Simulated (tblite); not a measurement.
Give a GFN2-xTB geometry of `C[C@H]1C=C(C([NH])=O)C1` [radical]. (Doublet state.)

```xyz
16
C6H8NO angstrom
C     -1.9543    1.0385   -0.7733
C     -1.1465   -0.2202   -0.5099
C      0.2351   -0.2574   -1.1113
C      0.8379   -0.3377    0.0817
C      2.2224   -0.4357    0.5299
N      2.4408   -0.5196    1.8144
O      3.2163   -0.4505   -0.2206
C     -0.4404   -0.3076    0.8753
H     -2.8536    1.0445   -0.1614
H     -1.3664    1.9223   -0.5370
H     -2.2443    1.0866   -1.8207
H     -1.7376   -1.1086   -0.7435
H      0.5800   -0.2220   -2.1274
H      3.4143   -0.5891    2.0899
H     -0.5649    0.5689    1.5059
H     -0.6466   -1.2035    1.4556
```

Orientation and origin are arbitrary. Atoms count from 1 in this order. C3 (carbon bonded to 2 C and H) is planar (angles 134.5°, 132.2° and 93.4°, sum 360.0°, 0.00 Å off the plane of its three neighbours). C4 (carbon bonded to 3 C) is planar (angles 134.8°, 130.2° and 94.9°, sum 360.0°, 0.00 Å off the plane of its three neighbours). The 6 C–C bonds span 1.339 Å (C3=C4, drawn double) to 1.557 Å (C2–C8, drawn single), a spread of 0.218 Å. C5 (carbon bonded to C, N and O) is planar (angles 125.0°, 117.7° and 117.3°, sum 360.0°, 0.00 Å off the plane of its three neighbours).

Bonds between heavy atoms (Å): C1–C2 1.519, C2–C3 1.507, C3=C4 1.339, C4–C5 1.459, C5–N6 1.306, C5=O7 1.245, C4–C8 1.505, C2–C8 1.557.

The geometry is computed with GFN2-xTB (gas phase). This method treats the open shell by occupation alone, without spin polarisation.

Point group: C1 (no symmetry element, even within 0.4 Å). Its GFN2-xTB frequencies are all real (lowest 63 cm⁻¹). Torsions: C3–C4–C5–N6 -179°, C4–C5–N6–H 180°.

One conformer stands for the species.
